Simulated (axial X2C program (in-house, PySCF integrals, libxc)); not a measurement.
**SrSe⁻: properties at the nuclei**

Computed with an in-house all-electron X2C program for linear molecules (integrals from PySCF): two-component X2C with atomic mean-field Coulomb and Gaunt terms, Gaussian nuclei, basis Sr dyall-acv3z, Se dyall-acv3z with contracted cores.

R = 2.666 Å (near the PBE0 minimum at charge -1 of the determinant lowest at the starting distance; the state shown can have its own minimum elsewhere).

Input and command:
```json
{"zs": [38, 34], "q": -1, "bas": ["dyall-acv3z", "dyall-acv3z"], "r0": 2.64, "levels": ["PBE0", "HF", "BHandHLYP", "PBE50", "B3LYP"], "nst": 3}
```
```bash
python soeom.py task.json out
```

Keys: zs atomic numbers; q charge; bas basis sets; r0 starting distance in Å; levels methods; nst determinants followed.

Determinant lowest in the PBE0 search, Ω = 1/2 (⟨Sz⟩ = 0.50, ⟨Lz⟩ = 0.00 at PBE0), spin on the atoms Sr 0.45, Se 0.05:

```
    level  Eeff magnitude (GV/cm)  Ws magnitude Sr (kHz)  Ws magnitude Se (kHz)  A∥/gI Sr (MHz)  qzz Sr (a.u.)  A∥/gI Se (MHz)  qzz Se (a.u.)
     PBE0                    2.14                   1.58                  0.333             629          -1.34            93.9          -0.33
       HF                    2.12                   1.62                   0.29             704          -1.66            69.5          -1.31
BHandHLYP                     2.5                   1.87                  0.374             747          -1.43             107          -0.50
    PBE50                    2.24                   1.68                  0.334             702          -1.45            85.2          -0.67
    B3LYP                    2.26                   1.67                  0.341             699          -1.31             119          -0.07
```

Determinant 1.12 eV from it at PBE0 and this distance, Ω = 3/2 (⟨Sz⟩ = 0.50, ⟨Lz⟩ = 1.00 at PBE0), spin on the atoms Sr 0.56, Se -0.06:

```json
{"level": "PBE0", "Eeff magnitude (GV/cm)": "0.0243", "Ws magnitude Sr (kHz)": "0.00609", "Ws magnitude Se (kHz)": "0.00274", "A∥/gI Sr (MHz)": "98.2", "qzz Sr (a.u.)": "-0.29", "A∥/gI Se (MHz)": "-5.72", "qzz Se (a.u.)": "0.91"}
{"level": "HF", "Eeff magnitude (GV/cm)": "0.359", "Ws magnitude Sr (kHz)": "0.0586", "Ws magnitude Se (kHz)": "0.0399", "A∥/gI Sr (MHz)": "163", "qzz Sr (a.u.)": "-0.30", "A∥/gI Se (MHz)": "-12.7", "qzz Se (a.u.)": "0.22"}
{"level": "BHandHLYP", "Eeff magnitude (GV/cm)": "0.06", "Ws magnitude Sr (kHz)": "0.00621", "Ws magnitude Se (kHz)": "0.00191", "A∥/gI Sr (MHz)": "83", "qzz Sr (a.u.)": "-0.28", "A∥/gI Se (MHz)": "-4.51", "qzz Se (a.u.)": "0.74"}
{"level": "PBE50", "Eeff magnitude (GV/cm)": "0.12", "Ws magnitude Sr (kHz)": "0.0165", "Ws magnitude Se (kHz)": "0.0102", "A∥/gI Sr (MHz)": "83.7", "qzz Sr (a.u.)": "-0.28", "A∥/gI Se (MHz)": "-4.64", "qzz Se (a.u.)": "0.49"}
{"level": "B3LYP", "Eeff magnitude (GV/cm)": "0.0368", "Ws magnitude Sr (kHz)": "0.0188", "Ws magnitude Se (kHz)": "0.00424", "A∥/gI Sr (MHz)": "104", "qzz Sr (a.u.)": "-0.31", "A∥/gI Se (MHz)": "-7.05", "qzz Se (a.u.)": "1.19"}
```

Eeff is the effective electric field on the electron electric dipole moment in this Ω state and Ws the scalar–pseudoscalar constant of the nucleus named (defined with the proton number Z and per Ω); A∥ (defined per Ω) follows by multiplying with gI = μI/(I μN); qzz is the electric field gradient, eQq0 = 234.96 MHz × Q/barn × qzz. The operators were transformed with the bare-nucleus X2C matrices; with these basis sets, hyperfine constants and field gradients can be off by tens of per cent, and where levels differ in sign neither size nor sign is settled.

(1) With gI(87Sr) = -0.2428, Q(87Sr) = 0.305 barn, gI(77Se) = 1.0701 (g factors from the IAEA table of nuclear moments by Stone; Q from Pyykkö, Mol. Phys. 2018), turn the PBE0 values of the first state into constants in MHz.

Each state is one determinant with collinear spin. Unrestricted Hartree–Fock can overshoot spin polarisation at the nuclei. In the state Ω = 3/2 the sign of Eeff differs between levels (B3LYP against PBE0). For an anion, determinants above electron detachment, or with a positive highest level, are held by the basis set. Where Eeff spreads by more than a factor of two the levels disagree and none is to be relied on. The search compared states at one distance, so a state with another bond length can lie lower. The sign of Ws at Sr differs between levels in the second state. The sign of Ws at Se differs between levels in the second state. Further determinants of the search, some of them spin-mixed, are not shown. Where a field gradient or hyperfine factor spreads by more than a factor of two over the levels, a constant derived from it is not to be relied on. PBE0 term energies can be off by some tenths of an eV.

Results:

(1) A∥(87Sr) = 629 × -0.2428 = -153 MHz; eQq0(87Sr) = 234.96 × (0.305) × (-1.34) = -96 MHz; A∥(77Se) = 93.9 × 1.0701 = 100 MHz.
